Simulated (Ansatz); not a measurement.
Consider the formal exchange of groups at the Si–C bond: `B/C=C(\F)[SiH3]` + `CC#CC=S` → `[SiH3]C#CC=S` + `B/C=C(/C)F`.

Calculated with Ansatz (gas phase, PBE0-D4/def2-TZVP geometries, no zero-point term in ΔE). CBS: MP2 limit from def2 TZ/QZ plus the TZ coupled-cluster correction, frozen cores. Double bonds are as drawn, so ΔE can hold a change between cis and trans.

```
             level  ΔE (eV)
SCS-MP2/def2-TZVPP    -0.57
    MP2/def2-QZVPP    -0.57
```

(1) What does CCSD(T)/CBS give? (Estimate.)

Largest T1 diagnostic among the species: 0.016.

## Answers

(1) Ansatz gave: -0.53 eV. The listed levels differ from it by -0.04, -0.04 eV.

From PBE to PBE0 (25 % exact exchange), in def2-TZVPP and without D4, ΔE moves by −0.03 eV.
